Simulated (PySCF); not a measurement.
## [Dy(BH4)2]+: from a saddle point downhill

PySCF 2.14.0, RKS PBE0, Dy lcecp-1-SVP with ECP55, B def2-SVP, H def2-SVP; non-relativistic Hamiltonian with scalar-relativistic core potentials where named; density fitting; no spin-orbit coupling. Relaxed within the symmetry of its start, the geometry (C2) is

```xyz
11

Dy    0.0000    0.0000   -0.1875
B     2.0251   -0.0269    1.0319
H     3.0019   -0.0313    1.7237
H     1.1906   -0.9405    1.3246
H     2.2209   -0.1562   -0.2059
H     1.3314    1.0346    1.1358
B    -2.0251    0.0269    1.0318
H    -3.0020    0.0313    1.7236
H    -1.1907    0.9405    1.3246
H    -2.2209    0.1562   -0.2060
H    -1.3315   -1.0346    1.1357
```

and its lowest harmonic modes are -71, 126, 147, 547, 564, 611 cm⁻¹ (negative: unstable). It was moved along the lowest mode and relaxed again, within the group C2 that the move left.

(1) Where does it end, and how much lower?

(2) How do the contacts change?

No frequency check is given for the end.

An lcecp potential fixes the number of 4f electrons, so in runs with it no electron can move into or out of that shell.

State: singlet in the valence, with the 4f electrons in the core potential.

## Answers

(1) In C2, 0.000 eV lower, after 5 steps:
```xyz
11

Dy    0.0000    0.0000   -0.1882
B     2.0297   -0.0398    1.0248
H     3.0100   -0.0669    1.7112
H     1.2945   -1.0721    1.1422
H     2.2242    0.0693   -0.2159
H     1.2326    0.9093    1.3103
B    -2.0297    0.0398    1.0247
H    -3.0101    0.0669    1.7111
H    -1.2945    1.0720    1.1422
H    -2.2242   -0.0693   -0.2160
H    -1.2327   -0.9093    1.3102
```

(2) 
| contact | saddle (Å) | end (Å) |
| --- | --- | --- |
| Dy1–H4 (BH4) | 2.142 | 2.144 |
| Dy1–H9 (BH4) | 2.142 | 2.144 |
| Dy1–H6 (BH4) | 2.143 | 2.143 |
| Dy1–H11 (BH4) | 2.143 | 2.143 |
